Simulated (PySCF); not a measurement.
Question: What does the PBE0-D3(BJ)/def2-SVP structure of `CN(C)c1ccn([SiH3])c1` look like in three dimensions?

Answer: 
```
atom  x, y, z in Å
C1    -2.8864   -0.9368    0.1109
N2    -1.9162    0.0775    0.4249
C3    -2.3013    1.4325    0.1501
C4    -0.5787   -0.2298    0.2192
C5     0.0139   -1.5348    0.2529
C6     1.3601   -1.3777    0.0303
N7     1.6382   -0.0447   -0.1545
Si8    3.2449    0.6675   -0.3000
C9     0.4481    0.6629   -0.0456
H10   -3.8761   -0.6209    0.4722
H11   -2.6407   -1.8787    0.6225
H12   -2.9683   -1.1528   -0.9758
H13   -3.3541    1.5829    0.4287
H14   -2.1801    1.7164   -0.9180
H15   -1.6954    2.1295    0.7510
H16   -0.4918   -2.4832    0.4164
H17    2.1477   -2.1276   -0.0193
H18    3.2094    1.7162   -1.3590
H19    4.1658   -0.4417   -0.6723
H20    3.6887    1.2925    0.9812
H21    0.4264    1.7418   -0.1742
```

Any rigid rotation of these coordinates is as good. Atoms count from 1 in this order. The 5-membered ring C4–C5–C6–N7–C9 has internal angles of 106.5° to 109.3°; it is planar, 0.00 Å rms from its mean plane, widest ring torsion 1°. Of the pairs four or more bonds apart, C5···H11 is among the closest relative to their van der Waals radii: 2.70 Å, 93 % of the sum of Bondi's values. N7 (pyrrole-type nitrogen) is planar (angles 126.0°, 125.6° and 108.1°, sum 359.6°, 0.06 Å off the plane of its three neighbours). Si8 (SiH3 silicon) is tetrahedral (angles from 106.5° to 111.7°).

Bonds between heavy atoms (Å): C1–N2 1.438, N2–C3 1.435, N2–C4 1.388, C4–C5 1.434, C5–C6 1.373, C6–N7 1.374, N7–Si8 1.763, N7–C9 1.389, C4–C9 1.386.

The calculation used PBE0-D3(BJ)/def2-SVP geometry optimisation, gas phase (PySCF 2.14.0).

Point group: C1 (no symmetry element, even within 0.4 Å). No frequency check.
